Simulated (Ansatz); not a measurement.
The cluster Li4Br3⁺. Charge 1, multiplicity 1. Geometry r2SCAN-D4/def2-SVP.

```xyz
7

Li    0.3791    1.3921   -1.3366
Li    0.2061   -1.4093    1.1582
Li    4.3260    0.0713    0.3564
Li   -2.9458    0.0069   -0.0804
Br   -2.0597   -1.6171    1.4035
Br   -1.8951    1.5688   -1.5289
Br    1.9895   -0.0127    0.0278
```

Another isomer (singlet) lies 0.90 eV lower at PBE0-D4/def2-TZVP; other spin states weren't run for this one.

Question: Estimate the orbital energies around the gap (eV) in Ansatz with HF/def2-TZVP, PBE-D4/def2-TZVP, r2SCAN-D4/def2-TZVP, B97M-V/def2-TZVP, PBE0-D4/def2-TZVP.

Answer: 
```csv
orbital,HF/def2-TZVP,PBE-D4/def2-TZVP,r2SCAN-D4/def2-TZVP,B97M-V/def2-TZVP,PBE0-D4/def2-TZVP
HOMO−5,-14.41,-10.25,-10.54,-10.59,-11.51
HOMO−4,-14.31,-10.15,-10.44,-10.49,-11.41
HOMO−3,-14.11,-9.95,-10.23,-10.25,-11.21
HOMO−2,-13.56,-9.51,-9.79,-9.82,-10.74
HOMO−1,-13.51,-9.42,-9.71,-9.72,-10.66
HOMO,-13.34,-9.28,-9.57,-9.58,-10.52
LUMO,-3.79,-5.74,-4.79,-5.47,-5.18
LUMO+1,-2.12,-4.43,-3.65,-4.18,-3.83
LUMO+2,-2.10,-4.28,-3.44,-4.02,-3.70
LUMO+3,-1.85,-4.12,-3.23,-3.82,-3.52
LUMO+4,-1.41,-3.70,-2.96,-3.44,-3.09
LUMO+5,-0.95,-3.35,-2.82,-3.12,-2.68
```
